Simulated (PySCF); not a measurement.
Computed properties of C₃H₉NSi, SMILES N[SiH2]C1CC1

aminosilylcyclopropane (C3H9NSi), SMILES N[SiH2]C1CC1. Geometry optimised at B3LYP-D3(BJ)/def2-SVP. One conformer was computed; it need not be the lowest. All values are computed for the isolated molecule unless a solvent is named; none is compared with measurement here.

**Structure.** All 36 harmonic modes at B3LYP-D3(BJ)/def2-SVP (PySCF) are real, so it is a minimum. With heavy atoms numbered as in [NH2:1][SiH2:2][CH:3]1[CH2:4][CH2:5]1, the shortest bond between them is C4–C5 at 1.499 Å and the longest Si2–C3 at 1.873 Å.

**Vibrations.** The strongest infrared lines (harmonic, unscaled, degenerate partners summed) lie at 927 cm⁻¹ (226 km/mol, H 63 %, C 21 %, Si 14 %), 381 cm⁻¹ (198 km/mol, H 60 %, N 33 %), 2214 cm⁻¹ (151 km/mol, H 97 %). The softest mode is at 73 cm⁻¹ and the zero-point energy is 71.6 kcal/mol.

**Electronic structure.** M06-2X/def2-TZVP (PySCF) places the frontier levels at -8.45 and 1.23 eV, a gap of 9.68 eV, and gives a dipole moment of 1.54 D and a mean polarisability of 67.0 bohr³. PBE/def2-TZVP (PySCF) at the same geometry gives -5.75 and -0.23 eV, so its gap is 4.16 eV narrower. An orbital gap is neither the optical nor the fundamental gap.

**Excitations.** TDDFT-PBE0/def2-SVPD (PySCF) has S1 at 6.21 eV (200 nm, f = 0.034, weak); the most intense of the 10 singlets computed lies at 7.77 eV (f = 0.04). T1 (TDA) is at 5.86 eV. TDDFT-PBE/def2-SVPD (PySCF) puts S1 at 5.56 eV. No vertical singlet excitation falls in the visible range (under 3.1 eV).

**NMR.** GIAO shifts at PBE0/pcSseg-1 (PySCF) (non-relativistic, atoms alike by connectivity averaged): ¹³C from 1.7 to 4.7 ppm against TMS; ¹H from -0.2 to 4.5 ppm against TMS; ²⁹Si at -17.7 ppm against TMS.

**Solvation.** SMD-ωB97X/def2-SVP (PySCF) gives -0.7 kcal/mol in water, -4.6 kcal/mol in 2-propanol, -3.3 kcal/mol in toluene (1 M in both phases, gas-phase geometry); of these solvents 2-propanol holds the molecule best.
